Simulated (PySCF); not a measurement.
## Frontier orbitals and the lowest excitations

C6H7F2O (charge +1).
Structure used (GFN2-xTB), in Å, numbered top down from 1:
```
atom  x, y, z in Å
F1     2.627    0.478    0.824
C2     2.262   -0.806    0.870
F3     2.450   -1.309   -0.352
O4     0.917   -0.902    1.220
C5    -0.016   -0.333    0.502
C6    -1.376   -0.424    0.854
C7    -2.116    0.262   -0.063
C8    -1.278    0.863   -1.104
C9     0.148    0.462   -0.729
H10    2.858   -1.354    1.614
H11   -1.741   -0.956    1.715
H12   -3.190    0.361   -0.042
H13   -1.421    1.948   -1.140
H14   -1.575    0.510   -2.097
H15    0.801    1.328   -0.565
H16    0.642   -0.120   -1.517
```

Method: PySCF, TDDFT PBE0/def2-SVPD, vertical, gas phase, core orbitals frozen in the response.

Kohn–Sham orbitals with the atoms that hold most of them (Löwdin shares over 4%, at most four atoms; ? is withheld):

```
orbital  ε (eV)                             atoms
 LUMO+2   -3.38     C8 15%, C9 14%, C7 12%, C6 9%
 LUMO+1   -4.50    C6 35%, C7 17%, C5 16%, H11 6%
   LUMO   -8.05                                 ?
   HOMO  -13.86                                 ?
 HOMO-1  -15.56     C9 18%, O4 18%, C8 16%, F1 8%
 HOMO-2  -15.65  C9 27%, C8 18%, H15 11%, H16 10%
 HOMO-3  -15.66    F3 18%, O4 17%, F1 16%, C9 11%
```

Give the leading atoms of the HOMO.

C6 (bonded to 2 C and H) 33%; C7 (bonded to 2 C and H) 20%; O4 (bonded to 2 C) 12%; C5 (bonded to 2 C and O) 11%. By element: carbon 64% or more, oxygen 12%.

Which atoms hold the LUMO, and with what shares?

C7 (bonded to 2 C and H) 30%; C5 (bonded to 2 C and O) 29%; O4 (bonded to 2 C) 13%; C6 (bonded to 2 C and H) 8%. By element: carbon 66% or more, oxygen 13%.

The HOMO–LUMO gap is 5.81 eV. Where does the response calculation put the lowest singlet, and from which orbitals?

S1 is at 5.32 eV (f = 0.320), 0.49 eV below the gap, made of HOMO→LUMO (97%). Without the coupling terms of the response equations the lowest excitation would equal the gap.

One configuration dominates each of S1 and S2. Which, and how do the shares of the two leading atoms of either orbital change from the occupied to the empty one?

- S1 (5.32 eV, f 0.320), HOMO→LUMO (97%): C6 33% → 8%, C7 20% → 30%, C5 11% → 29%
- S2 (5.79 eV, f 0.0014), HOMO-1→LUMO (73%): C9 18% → at most 8%, O4 18% → 13%, C7 at most 9% → 30%, C5 at most 9% → 29%

Löwdin shares depend on the basis, the more so with diffuse functions.

One conformer stands for the species.
